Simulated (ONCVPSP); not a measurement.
**neon: one change to an ONCV potential, before and after**

```
Element                 : neon (Ne)
Generator               : ONCVPSP 4.0.1
Type                    : optimised norm-conserving Vanderbilt (ONCV)
Functional              : PBE
Relativity              : scalar-relativistic
Frozen core             : [He]
Valence charge          : 8
Reference configuration : 2s2 2p5 (charge +1)
Partial waves           : 2s: rc 0.75 bohr, ncon 3, nbas 6, qcut 9.4 1/bohr, 2 projectors, debl 3.8 Ha; 2p: rc 1.15 bohr, ncon 4, nbas 8, qcut 15 1/bohr, 3 projectors, debl 1.8 Ha; d scattering state at 0.15 Ha: rc 1.00 bohr, ncon 5, nbas 10, qcut 10.7 1/bohr, 2 projectors, debl 3.8 Ha
Local potential         : polynomial inside 0.60 bohr (lpopt 5, dvloc0 0 Ha)
Core correction         : Teter function, parameters optimised by the program
```

All-electron outer shells of the reference configuration (PBE, scalar-relativistic, ld1.x):

| shell | level (eV) | outermost node (bohr) | outermost maximum (bohr) |
| --- | --- | --- | --- |
| 1s | -853.41 | – | 0.10 |
| 2s | -55.65 | 0.22 | 0.67 |
| 2p | -32.28 | – | 0.60 |

Change: p: rc 1.6.

Cutoffs: the cutoffs (Ha) at which the residual kinetic energy of the hardest occupied pseudo-wave falls to 1 and 0.1 mHa per electron; they do not see the model core or the augmentation charge, which bear on the density cutoff. Errors are all-electron minus pseudo energies relative to the spin-unpolarised reference configuration.

Task: What does the change do?

Result: The potential gets neither clearly harder nor softer (76 Ha and 175 Ha → 76 Ha and 175 Ha); the s channel sets the loose cutoff, while the largest relative change is in p, which becomes softer; of the 4 tests that both files solve, the error grows in 4 and shrinks in 0 by more than 15 % and 0.3 meV (median size 24.4 → 45.1 meV); neither file shows a bound ghost. More of the atom is replaced by a form fitted at one configuration, so other configurations suffer.

| quantity | base | changed |
| --- | --- | --- |
| cutoff, loose | 76 Ha | 76 Ha |
| cutoff, tight | 175 Ha | 175 Ha |
| loose cutoff by channel | s 76 Ha, p 66 Ha | s 76 Ha, p 53 Ha |
| bound ghosts | none | none |
| GHOST(+) flags under 300 eV | none | none |
| error for 2s2 2p6, meV [ΔE -22.48 eV] | +14 | +24 |
| error for 2s2 2p4, meV [ΔE 43.27 eV] | +35 | +66 |
| error for 2s2 2p3, meV [ΔE 110.70 eV] | +231 | +416 |
| error for 2s2 2p5.5, meV [ΔE -13.61 eV] | +5.4 | +8.8 |
| s: phases at 0.76 bohr within 0.05 rad from the reference energy up to (Ha; the scan ends near 5) | to the end of the scan | to the end of the scan |
| d: phases at 1.01 bohr within 0.05 rad from the reference energy up to (Ha; the scan ends near 5) | to the end of the scan | to the end of the scan |
| rms error of d²Exc/dni dnj with the model core, mHa | 1.70 | 1.74 |
